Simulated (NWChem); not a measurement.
System: C₂H₅ClOSi; SMILES O[SiH2]/C=C/Cl

```xyz
10

O     -0.8268    -2.7570     0.1074
Si     0.4821    -1.7354    -0.0365
C     -0.0232     0.0052    -0.4854
C      0.2532     1.0322     0.3231
Cl    -0.1659     2.6749    -0.0066
H     -1.4942    -2.5124     0.7552
H      1.2616    -1.6330     1.2384
H      1.3141    -2.3388    -1.1112
H     -0.5569     0.2115    -1.4212
H      0.7803     0.9258     1.2770
```
Atoms are numbered in this order, from 1.

Results from NWChem. Medium grid unless said otherwise, to which SCAN and Minnesota functionals are sensitive. Geometry: optimised at PBE0/def2-SVP. Hybrids' shares of exact exchange are those that their runs print; pure functionals count as 0. The functionals differ in more than this share.

```csv
row,share of exact exchange,highest occupied level (eV)
PBE/def2-SVP,0.00,-6.44
OLYP/def2-SVP,0.00,-6.30
B3LYP/def2-SVP,0.20,-7.36
MPW1K/def2-SVP,0.43,withheld
M06-2X/def2-SVP,0.54,-8.86
Hartree-Fock/def2-SVP,1.00,-10.28
```

**Question.** Fit a straight line of the last column on the one before it, predict the withheld value, and compare with the run.

**Answer.** 
1. Means of the 5 shown rows: x = 0.348, y = -7.848. Slope Σ(x − x̄)(y − ȳ)/Σ(x − x̄)² = -2.881/0.7261 = -3.968; intercept -6.467.
2. The shown rows scatter about the line by 0.158 (root mean square); the largest residual is -0.25, at M06-2X/def2-SVP.
3. At x = 0.43 (MPW1K/def2-SVP; inside the shown range) the line gives -8.17.
4. The run gives -8.59, -0.42 from the line, 2.7 times the scatter.
